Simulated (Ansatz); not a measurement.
System: C3H5Cl (charge 0, singlet). SMILES: C/C=C/Cl
Geometry: optimised at B3LYP-D3(BJ)/def2-TZVP (Ansatz, an electronic-structure program).

Quantity: size of the dipole moment, in D. Terms: no spin-orbit coupling; LANL2DZ with its own core potentials from Na on; no dispersion term unless named; 6-311+G** with 5d, 6d on Na to Ar in Ansatz; six Cartesian d functions in 6-31G* and its kin unless marked 5d; non-relativistic. First-principles rows: single points at B3LYP-D3(BJ) geometries (Ansatz).

Measured values: NIST CCCBDB, as tabulated in the package chemicals; dipoles are vibrational averages. 

Value to compare with, the measured value: 1.97 D.

```
level          program  size of the dipole moment (D)  error
-------------  -------  -----------------------------  -----
PBE/STO-3G      Ansatz                           2.10   0.13
PBE/3-21G       Ansatz                           2.19   0.22
PBE/LANL2DZ     Ansatz                           2.23   0.26
PBE/6-31G*      Ansatz                           1.99   0.02
PBE/def2-SVP    Ansatz                           1.72  -0.25
PBE/6-311+G**   Ansatz                           1.98   0.01
```

5 of the 6 habitual levels lie above the measured value; their mean absolute error is 0.15 D, the median 0.17.

The sets are all those run for this method; left out are runs that failed, that the program found above a lower state of the same kind, or whose <S^2> lies over 0.5 above the pure value.
